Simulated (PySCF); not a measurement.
Isomers of C7H12BF, mass 126.102 u with the commonest isotopes. Level of theory: PBE0-D3(BJ)/def2-SVP geometry optimisation, gas phase in PySCF. One conformer each, none proved a minimum here; rigid rotors.

Question: Order these by dipole moment, largest first.
A. `[CH2:1]=[CH:2][C@@H:3]1[BH:4][CH2:5][C@H:6]([F:7])[C@@H:8]1[CH3:9]` with C1–C2–C3–B4 -76°, C2–C3–B4–C5 -100°, C3–B4–C5–C6 5°, B4–C5–C6–F7 96°, C5–C6–C8–C9 162°
B. `[CH3:1]/[C:2](=[CH:3]\[F:4])[C@@H:5]1[BH:6][CH2:7][CH2:8][CH2:9]1` with C1–C2–C5–B6 59°, C2–C5–B6–C7 -146°, C5–B6–C7–C8 -10°, B6–C7–C8–C9 30°, C7–C8–C9–C5 -39°
C. `[CH3:1]/[C:2](=[CH:3]/[F:4])[C@H:5]1[BH:6][CH2:7][CH2:8][CH2:9]1` with C1–C2–C5–B6 -63°, C2–C5–B6–C7 148°, C5–B6–C7–C8 10°, B6–C7–C8–C9 -30°, C7–C8–C9–C5 39°
D. `[F:1]/[CH:2]=[CH:3]\[C@@H:4]1[CH2:5][BH:6][CH2:7][CH2:8][CH2:9]1` with C2–C3–C4–C5 -114°, C3–C4–C5–B6 -164°, C4–C5–B6–C7 20°, C5–B6–C7–C8 -19°, B6–C7–C8–C9 38°

Answer: B (1.89 D), C (1.55 D), D (1.38 D), A (1.20 D).

Question: Order these by rotational constant A, largest first.
A. `[CH3:1]/[C:2](=[CH:3]/[F:4])[C@H:5]1[BH:6][CH2:7][CH2:8][CH2:9]1` with C1–C2–C5–B6 -63°, C2–C5–B6–C7 148°, C5–B6–C7–C8 10°, B6–C7–C8–C9 -30°, C7–C8–C9–C5 39°
B. `[CH2:1]=[CH:2][C@@H:3]1[BH:4][CH2:5][C@H:6]([F:7])[C@@H:8]1[CH3:9]` with C1–C2–C3–B4 -76°, C2–C3–B4–C5 -100°, C3–B4–C5–C6 5°, B4–C5–C6–F7 96°, C5–C6–C8–C9 162°
C. `[CH2:1]=[C:2]1[CH2:3][C@@H:4]([B:5]([CH3:6])[CH3:7])[C@H:8]1[F:9]` with C3–C4–B5–C6 13°, C1–C2–C3–C4 151°, C2–C3–C4–B5 -94°, C3–C4–C8–F9 -136°, C1–C2–C8–C4 -152°
D. `[CH3:1]/[C:2](=[CH:3]\[F:4])[C@@H:5]1[BH:6][CH2:7][CH2:8][CH2:9]1` with C1–C2–C5–B6 59°, C2–C5–B6–C7 -146°, C5–B6–C7–C8 -10°, B6–C7–C8–C9 30°, C7–C8–C9–C5 -39°
E. `[F:1]/[CH:2]=[CH:3]\[C@@H:4]1[CH2:5][BH:6][CH2:7][CH2:8][CH2:9]1` with C2–C3–C4–C5 -114°, C3–C4–C5–B6 -164°, C4–C5–B6–C7 20°, C5–B6–C7–C8 -19°, B6–C7–C8–C9 38°

Answer: D (3823 MHz), E (3332 MHz), A (2662 MHz), C (2347 MHz), B (2156 MHz).

Question: Order these by rotational constant C, smallest first.
A. `[CH3:1]/[C:2](=[CH:3]/[F:4])[C@H:5]1[BH:6][CH2:7][CH2:8][CH2:9]1` with C1–C2–C5–B6 -63°, C2–C5–B6–C7 148°, C5–B6–C7–C8 10°, B6–C7–C8–C9 -30°, C7–C8–C9–C5 39°
B. `[CH2:1]=[C:2]1[CH2:3][C@@H:4]([B:5]([CH3:6])[CH3:7])[C@H:8]1[F:9]` with C3–C4–B5–C6 13°, C1–C2–C3–C4 151°, C2–C3–C4–B5 -94°, C3–C4–C8–F9 -136°, C1–C2–C8–C4 -152°
C. `[CH2:1]=[CH:2][C@@H:3]1[BH:4][CH2:5][C@H:6]([F:7])[C@@H:8]1[CH3:9]` with C1–C2–C3–B4 -76°, C2–C3–B4–C5 -100°, C3–B4–C5–C6 5°, B4–C5–C6–F7 96°, C5–C6–C8–C9 162°
D. `[CH3:1]/[C:2](=[CH:3]\[F:4])[C@@H:5]1[BH:6][CH2:7][CH2:8][CH2:9]1` with C1–C2–C5–B6 59°, C2–C5–B6–C7 -146°, C5–B6–C7–C8 -10°, B6–C7–C8–C9 30°, C7–C8–C9–C5 -39°

Answer: D (786.1 MHz), A (897.8 MHz), B (1113 MHz), C (1245 MHz).

| SMILES | point group | Ia (u·Å²) | Ib (u·Å²) | Ic (u·Å²) | κ | μa (D) | μb (D) | μc (D) |
| --- | --- | --- | --- | --- | --- | --- | --- | --- |
| C/C(=C\F)[C@@H]1BCCC1 | C1 | 132.18 | 624.19 | 642.91 | -0.98 | 1.86 | 0.29 | 0.14 |
| C/C(=C/F)[C@H]1BCCC1 | C1 | 189.82 | 504.31 | 562.88 | -0.88 | 0.70 | 1.31 | 0.45 |
| F/C=C\[C@@H]1CBCCC1 | C1 | 151.69 | 579.34 | 633.58 | -0.94 | 0.35 | 0.27 | 1.31 |
| C=C[C@@H]1BC[C@H](F)[C@@H]1C | C1 | 234.35 | 339.97 | 405.95 | -0.47 | 0.03 | 0.18 | 1.19 |
| C=C1C[C@@H](B(C)C)[C@H]1F | C1 | 215.33 | 404.96 | 453.91 | -0.78 | 0.23 | 0.93 | 1.07 |
